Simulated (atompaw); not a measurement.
Cutoff test, Dy, PAW (atompaw)

atompaw 4.2.0.5 input, output lines left out:

```
Dy 66
LDA-PW scalarrelativistic loggrid 2001 logderivrange -6 5 276
6 6 5 4 0 0
6 1 0
5 2 0
4 3 10
0 0 0
c
c
c
c
v
v
c
c
c
v
v
c
c
v
v
3
3.00 2.45 2.30 1.65
n
n
y
3.3
n
y
1.4
n
modrrkj vanderbiltortho gaussian
4 0 troulliermartins
2.05
3.00
2.10
2.30
3.00
3.00
0.90
0.90
```

The pseudo-atom Hamiltonian at the reference potential is diagonalised in spherical Bessel functions j_l(qr) that vanish at 20 bohr, with q² up to the cutoff. All-electron valence levels (Ry): 5s -3.6065, 6s -0.2864, 5p -1.8727, 6p -0.0888, 5d -0.0981, 4f -0.2443.

Q: How do the lowest levels (Ry) of each channel move with the cutoff, and are there ghosts?

A:

```
cutoff (Ry)     s #1     s #2    s #3     p #1     p #2     d #1    d #2     f #1    f #2  Σ f·Δε (mRy)
          8  -3.5940  -0.2862  0.0033  -1.7651  -0.0822  -0.0973  0.0549   0.0975  0.2068        4088.3
         15  -3.6057  -0.2864  0.0032  -1.8718  -0.0887  -0.0980  0.0547   0.0975  0.2067        3424.1
         25  -3.6065  -0.2864  0.0032  -1.8725  -0.0887  -0.0981  0.0547   0.0975  0.2066        3418.4
         35  -3.6065  -0.2864  0.0032  -1.8726  -0.0887  -0.0981  0.0547   0.0975  0.2065        3417.3
         50  -3.6065  -0.2864  0.0032  -1.8727  -0.0887  -0.0981  0.0547   0.0975  0.2063        3417.0
         70  -3.6065  -0.2864  0.0032  -1.8727  -0.0887  -0.0981  0.0547   0.0974  0.2042        3415.9
        100  -3.6065  -0.2864  0.0032  -1.8727  -0.0887  -0.0981  0.0547  -0.1443  0.0977         999.2
        140  -3.6065  -0.2864  0.0032  -1.8727  -0.0887  -0.0981  0.0547  -0.2359  0.0976          83.3
        180  -3.6065  -0.2864  0.0032  -1.8727  -0.0887  -0.0981  0.0547  -0.2437  0.0976           5.6
        260  -3.6065  -0.2864  0.0032  -1.8727  -0.0887  -0.0981  0.0547  -0.2440  0.0976           2.5
        400  -3.6065  -0.2864  0.0032  -1.8727  -0.0887  -0.0981  0.0547  -0.2442  0.0976           0.0
```

Result: no extra level below or beside the all-electron valence levels (s, p, d, f tested); 10 mRy is reached at 180 Ry and 1 mRy at over 300 Ry.
